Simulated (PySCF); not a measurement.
## Radial density of Ni⁺ (nickel, charge +1)

PBE, [Ar] 3d9, 2D determinant. Computed with PySCF 2.14 in x2c-SVPall (5s3p3d1f, 36 functions), with scalar relativity by spin-free X2C-1e.

| r (bohr) | 4πr²ρ (e/bohr) | 4πr²(ρα − ρβ) |
| --- | --- | --- |
| 0.000831 | 0.1726 | 0.0000 |
| 0.00140 | 0.4697 | 0.0000 |
| 0.00235 | 1.212 | 0.0000 |
| 0.00395 | 2.901 | 0.0000 |
| 0.00665 | 6.662 | 0.0001 |
| 0.0112 | 13.90 | 0.0001 |
| 0.0188 | 24.67 | 0.0002 |
| 0.0316 | 33.35 | 0.0003 |
| 0.0532 | 31.07 | 0.0005 |
| 0.0895 | 27.02 | 0.0049 |
| 0.151 | 37.46 | 0.0477 |
| 0.253 | 28.44 | 0.2521 |
| 0.426 | 16.13 | 0.7557 |
| 0.717 | 19.97 | 0.9783 |
| 1.21 | 7.506 | 0.5091 |
| 2.03 | 1.294 | 0.1022 |
| 3.41 | 0.1263 | 0.0038 |
| 5.74 | 0.005312 | -0.0001 |

Densities and radii are taken from the X2C orbitals without a picture-change correction, which distorts them close to the nucleus.
